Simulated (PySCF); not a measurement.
# Lead: a sound run and one with changed settings

Sound run: Pb [Xe] 4f14 5d10 6s2 6p2, Pb⁺ [Xe] 4f14 5d10 6s2 6p1. Computed with PySCF 2.14 in aug-cc-pVDZ-PP with ECP60MDF, with scalar relativity through the core potential. In the sound run the correlated levels freeze 5s2 5p6 5d10 outside the core potential. The sound run starts from symmetry-adapted Hartree-Fock orbitals and uses a fine grid where one is needed.

Changed run: all electrons correlated in a basis built for the valence shell.

```csv
species,method,sound run (hartree),changed run (hartree),converged
Pb,MP2,-191.86234,-191.90344,yes
Pb⁺,MP2,-191.61335,-191.65136,yes
```

Ionisation energy of Pb:

```
 method  sound run (eV)  changed run (eV)
    UHF           6.574             6.574
    MP2           6.775             6.860
SCS-MP2           6.719             6.765
```

A valence basis has no tight correlating functions, so it recovers only part of the core correlation, and not evenly between atom and ion.

For comparison, NIST gives 7.417 eV between the lowest levels.
